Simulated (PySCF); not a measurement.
`[Si@@H]1([SiH3])[C@H](C)C[SiH2]O1`, C3H12OSi3

Geometry:
```csv
atom,x (Å),y (Å),z (Å)
C1,-1.525,-1.350,-0.413
C2,-1.019,-0.164,0.400
C3,-1.119,1.155,-0.385
Si4,0.096,2.388,0.408
O5,1.150,1.310,1.043
Si6,0.806,-0.302,1.001
Si7,2.235,-1.322,-0.483
H8,-0.905,-1.507,-1.296
H9,-1.498,-2.261,0.183
H10,-2.551,-1.190,-0.743
H11,-1.660,-0.070,1.286
H12,-0.815,0.971,-1.420
H13,-2.151,1.505,-0.426
H14,-0.472,3.154,1.514
H15,0.855,3.185,-0.548
H16,0.831,-0.695,2.417
H17,1.882,-2.740,-0.629
H18,2.207,-0.760,-1.842
H19,3.643,-1.299,-0.073
```

Level of theory: PySCF, TDDFT CAM-B3LYP/def2-SVPD circular dichroism and optical rotation, one conformer, gas phase. Geometry: GFN2-xTB.

Problem. Draw the ECD and absorption spectra from the lowest 12 states, each a Gaussian of half-width 0.3 eV at 1/e height.

Solution. 
| E (eV) | λ (nm) | Δε (L mol⁻¹ cm⁻¹) | ε (L mol⁻¹ cm⁻¹) |
| --- | --- | --- | --- |
| 5.82 | 213 | -0.72 | 53.1 |
| 5.92 | 210 | -1.95 | 145 |
| 6.02 | 206 | -4.23 | 316 |
| 6.12 | 203 | -7.34 | 555 |
| 6.22 | 199 | -10.09 | 796 |
| 6.32 | 196 | -10.80 | 962 |
| 6.42 | 193 | -8.50 | 1070 |
| 6.52 | 190 | -3.87 | 1230 |
| 6.62 | 187 | +1.04 | 1580 |
| 6.72 | 185 | +4.12 | 2050 |
| 6.82 | 182 | +4.72 | 2430 |
| 6.92 | 179 | +4.19 | 2560 |
| 7.02 | 177 | +4.80 | 2530 |
| 7.12 | 174 | +7.76 | 2670 |
| 7.22 | 172 | +12.65 | 3230 |
| 7.32 | 169 | +18.81 | 4270 |
| 7.42 | 167 | +25.78 | 5740 |
| 7.52 | 165 | +30.43 | 7700 |
| 7.62 | 163 | +25.49 | 10100 |
| 7.72 | 161 | +5.51 | 12500 |
| 7.82 | 159 | -24.43 | 14100 |
| 7.92 | 157 | -49.81 | 14300 |

Δε uses R in velocity form, ε uses f in length form. Only the states computed contribute, so the short-wavelength end is incomplete.
